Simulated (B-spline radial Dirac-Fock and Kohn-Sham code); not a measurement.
Dipole and non-dipole photoemission parameters of Ir 3p1/2

System: atomic iridium, [Xe] 4f14 5d7 6s2; threshold 2909.0 eV (tabulated edge). Method: Dirac-Hartree-Slater photoionisation with a Latter tail; cross sections with all multipoles, angular parameters from the dipole term and its interference with E2. Computed with a radial finite-basis atomic code.

```csv
hν (eV),σ (kb),β,γ,δ
3300,34.6,1.088,0.544,0.135
3670,30.1,1.317,0.432,0.059
5160,?,?,?,?
5414.7,16.4,1.568,0.001,0.002
5580,15.5,1.574,-0.004,0.001
6770,10.9,1.594,0.037,0.000
7820,8.19,1.594,0.138,0.002
9251.7,5.77,1.581,0.313,0.006
10800,4.13,1.561,0.512,0.012
12000,3.27,1.543,0.665,0.017
```

Q: Give the values at 5160 eV.

A: σ = 17.8 kb, β = 1.555, γ = 0.018, δ = 0.003.
